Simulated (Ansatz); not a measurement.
Cost and result for the atomization energy of C2H5InOSi (10 atoms, 8 bonds).

```
atom   x (Å)   y (Å)   z (Å)
  C1  -0.241   0.667   2.417
 In2   0.500   1.475   0.467
 Si3  -0.116  -1.065  -1.281
  C4   0.140   0.056  -2.765
  O5   0.175   0.830  -3.588
  H6  -1.315   0.461   2.379
  H7  -0.059   1.395   3.214
  H8   0.270  -0.263   2.683
  H9   1.347  -1.430  -1.339
 H10  -0.702  -2.125  -2.188
```

The species carries charge 0 and has multiplicity 1. Correlated methods include outer-core shells of In, which these sets cover unevenly. In: def2 effective core potential. The bonds changed during the relaxation, so this is another structure than the one it started from. All single points use the PBE0-D4/def2-TZVP geometry. Program: Ansatz. All runs use 4 threads of an Intel Xeon on a shared host. Times are those of one run each, without the atoms' runs, and a repeat can differ threefold. Electronic energies, without spin–orbit coupling; frozen cores. CCSD(T)/CBS adds CCSD(T) − MP2 in def2-TZVPP to the MP2 limit, and its time is that of the two runs behind it. T1 = 0.018. With those shells the extrapolation isn't a true limit. B3LYP takes the VWN-RPA correlation (the form of Gaussian; ORCA's B3LYP/G). HSE06 is the plane-wave form, built on full-range PBE exchange.

CCSD(T)/CBS is a level of theory with its own doubt, some kJ/mol a heavy atom from the limit and from the frozen cores, so smaller differences don't rank the functionals.

```csv
level,functions,wall time
BLYP-D4/def2-TZVPP,255,2.5 s
PBE-D4/def2-TZVPP (with forces),255,2.6 s
PBE0-D4/def2-TZVPP,255,2.8 s
BHLYP-D4/def2-TZVPP,255,3 s
HSE06-D4/def2-TZVPP,255,3.1 s
r2SCAN-D4/def2-TZVPP (with forces),255,3.9 s
B3LYP-D4/def2-TZVPP (with forces),255,4.3 s
CCSD(T)/def2-SVP,111,6.5 s
ωB97X-V/def2-TZVPP,255,7 s
ωB97M-V/def2-TZVPP (with forces),255,10 s
MP2/def2-QZVPP,473,19 s
CCSD(T)/def2-TZVPP,255,2.1 min
CCSD(T)/CBS(def2),–,2.4 min
```

Problem. What atomization energy does each give, and how far from CCSD(T)/CBS? (Best estimate.)

Solution. The calculation gave: 
```tsv
level	atomization (kJ/mol)	difference from CCSD(T)/CBS	per bond
BLYP-D4/def2-TZVPP	3423.1	32.2	4.0
PBE-D4/def2-TZVPP (with forces)	3490.2	99.3	12.4
PBE0-D4/def2-TZVPP	3389.0	-1.9	-0.2
BHLYP-D4/def2-TZVPP	3259.2	-131.7	-16.5
HSE06-D4/def2-TZVPP	3393.0	2.1	0.3
r2SCAN-D4/def2-TZVPP (with forces)	3409.9	19.0	2.4
B3LYP-D4/def2-TZVPP (with forces)	3395.4	4.5	0.6
CCSD(T)/def2-SVP	3190.0	-200.9	-25.1
ωB97X-V/def2-TZVPP	3384.2	-6.7	-0.8
ωB97M-V/def2-TZVPP (with forces)	3396.0	5.1	0.6
MP2/def2-QZVPP	3408.1	17.2	2.2
CCSD(T)/def2-TZVPP	3299.5	-91.4	-11.4
CCSD(T)/CBS(def2)	3390.9	0.0	0.0
```

From r2SCAN to r2SCAN0 (25 % exact exchange), in def2-TZVPP and without D4, the atomization energy moves by −86.7 kJ/mol: exact exchange takes away binding that semilocal exchange gives to molecules. In def2-TZVPP, CCSD(T) changes the Hartree–Fock value by +943.9 kJ/mol (the triples alone add +71.2 kJ/mol) and MP2 by +998.2 kJ/mol; breaking electron pairs costs correlation energy, which Hartree–Fock lacks. Leaving LDA and LC-ωPBE aside and taking each functional with its dispersion term where it has one, the values spread over 231.0 kJ/mol, from BHLYP-D4 to PBE-D4. LDA lies +450.7 kJ/mol from PBE without D4, its usual overbinding.

Spin–orbit coupling would lower the free In atoms strongly, and the atomization energy with them, by more than many differences here.
